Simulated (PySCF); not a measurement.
Record of a relaxation.

Species: H₅NSSn.
Atom-mapped SMILES: `[NH2:1][SnH2:2][SH:3]` (hydrogens: H4, H5 on N1; H6, H7 on Sn2; H8 on S3)

Computed by this run: PySCF 2.14.0, PBE0-D3(BJ)/def2-SVP geometry optimisation, gas phase, def2 core potentials past Kr; density fitting, grid level 1; the optimiser is geomeTRIC in internal coordinates, started from a GFN2-xTB structure with every atom displaced at random (about 0.01 Å). The frame can shift and turn from step to step; on so coarse a grid that alone can change the energy by a few meV, and forces under 0.02 eV/Å are noise.

Step 0: E = -18228.5517 eV, largest atomic force 2.099 eV/Å
```
atom  x, y, z in Å  |  force x, y, z in eV/Å
N1     -1.661   -0.175   -0.133   -0.591   1.316  -1.524
Sn2     0.179    0.423    0.307    0.552   0.401   0.191
S3      1.788   -1.041   -0.738    0.314  -0.241  -0.166
H4     -1.889   -1.076    0.183   -0.460  -1.685   0.646
H5     -1.907   -0.129   -1.135    0.161   0.027   0.631
H6      0.336    2.012   -0.253    0.067   0.266  -0.198
H7      0.316    0.384    1.987    0.082  -0.102   0.409
H8      2.895   -0.417   -0.269   -0.126   0.018   0.011
```

Step 1: E = -18228.5917 eV, largest atomic force 0.868 eV/Å
```
atom  x, y, z in Å  |  force x, y, z in eV/Å
N1     -1.739   -0.181   -0.246    0.536  -0.105   0.675
Sn2     0.146    0.462    0.342   -0.258   0.007   0.032
S3      1.817   -1.034   -0.658   -0.135   0.066   0.100
H4     -1.956   -1.111    0.136    0.108   0.340  -0.087
H5     -1.713   -0.294   -1.251   -0.140  -0.032  -0.458
H6      0.361    2.060   -0.304   -0.058  -0.292   0.125
H7      0.279    0.424    2.078   -0.089  -0.010  -0.393
H8      2.862   -0.346   -0.150    0.035   0.026   0.007
```

Step 2: E = -18228.6242 eV, largest atomic force 0.193 eV/Å
```
atom  x, y, z in Å  |  force x, y, z in eV/Å
N1     -1.709   -0.171   -0.237    0.110  -0.129  -0.093
Sn2     0.146    0.456    0.331    0.013  -0.013  -0.064
S3      1.815   -1.036   -0.642    0.026  -0.012   0.039
H4     -1.924   -1.091    0.153   -0.026   0.074  -0.033
H5     -1.733   -0.277   -1.254   -0.121   0.019   0.096
H6      0.353    2.028   -0.297    0.024   0.089  -0.046
H7      0.251    0.411    2.031   -0.027  -0.024   0.114
H8      2.858   -0.340   -0.138    0.001  -0.003  -0.013
```

Step 3: E = -18228.6307 eV, largest atomic force 0.136 eV/Å
```
atom  x, y, z in Å  |  force x, y, z in eV/Å
N1     -1.702   -0.175   -0.241    0.073  -0.042  -0.106
Sn2     0.153    0.454    0.323   -0.012   0.017  -0.034
S3      1.831   -1.042   -0.627    0.022  -0.016   0.027
H4     -1.930   -1.086    0.154   -0.025   0.000   0.005
H5     -1.769   -0.269   -1.256   -0.047   0.033   0.098
H6      0.365    2.031   -0.305    0.015   0.018  -0.019
H7      0.236    0.403    2.030   -0.023  -0.010   0.038
H8      2.872   -0.336   -0.130   -0.003   0.001  -0.009
```

Step 4: E = -18228.6339 eV, largest atomic force 0.031 eV/Å
```
atom  x, y, z in Å  |  force x, y, z in eV/Å
N1     -1.690   -0.176   -0.249   -0.001  -0.009  -0.001
Sn2     0.160    0.450    0.313   -0.002   0.011   0.014
S3      1.853   -1.055   -0.595   -0.001  -0.016   0.016
H4     -1.940   -1.078    0.151   -0.010  -0.019   0.011
H5     -1.806   -0.252   -1.258    0.008   0.024  -0.018
H6      0.384    2.024   -0.320    0.013  -0.007  -0.011
H7      0.207    0.398    2.024   -0.005   0.007  -0.008
H8      2.888   -0.329   -0.117   -0.002   0.009  -0.004
```

Step 5: E = -18228.6342 eV, largest atomic force 0.030 eV/Å
```
atom  x, y, z in Å  |  force x, y, z in eV/Å
N1     -1.687   -0.176   -0.256   -0.014  -0.003   0.016
Sn2     0.161    0.447    0.313   -0.009   0.006   0.012
S3      1.858   -1.067   -0.573   -0.004  -0.014   0.016
H4     -1.947   -1.075    0.144    0.001  -0.006  -0.004
H5     -1.811   -0.242   -1.264    0.020   0.013  -0.018
H6      0.398    2.017   -0.329    0.009  -0.013  -0.006
H7      0.192    0.402    2.025   -0.002   0.011  -0.011
H8      2.891   -0.325   -0.112   -0.001   0.006  -0.005
```

Step 6: E = -18228.6340 eV, largest atomic force 0.071 eV/Å
```
atom  x, y, z in Å  |  force x, y, z in eV/Å
N1     -1.678   -0.171   -0.280   -0.048   0.019   0.049
Sn2     0.162    0.440    0.321   -0.003  -0.004   0.010
S3      1.864   -1.107   -0.494   -0.008  -0.003   0.012
H4     -1.967   -1.064    0.115    0.021   0.011  -0.030
H5     -1.804   -0.215   -1.289    0.034  -0.019  -0.021
H6      0.443    1.989   -0.354    0.001  -0.016   0.007
H7      0.146    0.426    2.034    0.003   0.015  -0.019
H8      2.890   -0.318   -0.104    0.002  -0.002  -0.007
```

Step 7: E = -18228.6343 eV, largest atomic force 0.070 eV/Å
```
atom  x, y, z in Å  |  force x, y, z in eV/Å
N1     -1.676   -0.166   -0.292   -0.043   0.033   0.044
Sn2     0.159    0.438    0.329   -0.001  -0.014  -0.004
S3      1.858   -1.127   -0.455   -0.007   0.002   0.010
H4     -1.974   -1.059    0.096    0.024   0.011  -0.030
H5     -1.785   -0.207   -1.303    0.027  -0.029  -0.011
H6      0.463    1.976   -0.362   -0.003  -0.009   0.009
H7      0.126    0.445    2.041   -0.001   0.011  -0.011
H8      2.886   -0.320   -0.106    0.003  -0.005  -0.007
```

Step 8: E = -18228.6348 eV, largest atomic force 0.043 eV/Å
```
atom  x, y, z in Å  |  force x, y, z in eV/Å
N1     -1.679   -0.160   -0.299   -0.020   0.037   0.009
Sn2     0.154    0.440    0.338    0.012  -0.015  -0.013
S3      1.846   -1.140   -0.434   -0.005   0.003   0.013
H4     -1.974   -1.056    0.082    0.013  -0.003  -0.012
H5     -1.755   -0.211   -1.313    0.003  -0.025   0.001
H6      0.472    1.970   -0.362   -0.001   0.004   0.005
H7      0.114    0.465    2.049   -0.006   0.002   0.002
H8      2.878   -0.329   -0.112    0.003  -0.003  -0.005
```

Step 9: E = -18228.6346 eV, largest atomic force 0.029 eV/Å
```
atom  x, y, z in Å  |  force x, y, z in eV/Å
N1     -1.679   -0.152   -0.311   -0.008   0.026  -0.012
Sn2     0.150    0.442    0.345    0.018  -0.003  -0.006
S3      1.836   -1.156   -0.399    0.003   0.001   0.004
H4     -1.973   -1.051    0.065    0.002  -0.011   0.010
H5     -1.730   -0.214   -1.326   -0.008  -0.014  -0.002
H6      0.487    1.963   -0.364   -0.001   0.005   0.004
H7      0.091    0.485    2.055   -0.006  -0.003   0.004
H8      2.873   -0.337   -0.117    0.000   0.000  -0.002
```

Step 10: E = -18228.6348 eV, largest atomic force under 0.02 eV/Å
```
atom  x, y, z in Å  |  force x, y, z in eV/Å
N1     -1.680   -0.151   -0.312    0.002   0.013  -0.013
Sn2     0.150    0.443    0.344    0.006  -0.003  -0.005
S3      1.836   -1.156   -0.398    0.001   0.000   0.002
H4     -1.971   -1.050    0.067    0.000  -0.005   0.011
H5     -1.729   -0.219   -1.327   -0.004  -0.008   0.001
H6      0.488    1.965   -0.362    0.001   0.004   0.002
H7      0.088    0.485    2.054   -0.004  -0.004   0.003
H8      2.874   -0.337   -0.117    0.000   0.002  -0.001
```

**Question.** Summarise the path.

**Answer.** The energy falls by 8.02 kJ/mol from step 0 to step 10; nine tenths of that is first reached at step 3. It never rises by more than 0.2 meV. The largest force goes from 2.099 to under 0.02 eV/Å. Among the bonds N1–Sn2 changes most, from 1.985 to 2.033 Å; the atoms move by 0.102 Å rms after alignment.

The cost below is that of the whole optimisation. Hardware: one thread of an Arm Neoverse V2, no GPU (shared host). Cost: 29 s, 0.36 GiB resident at most.
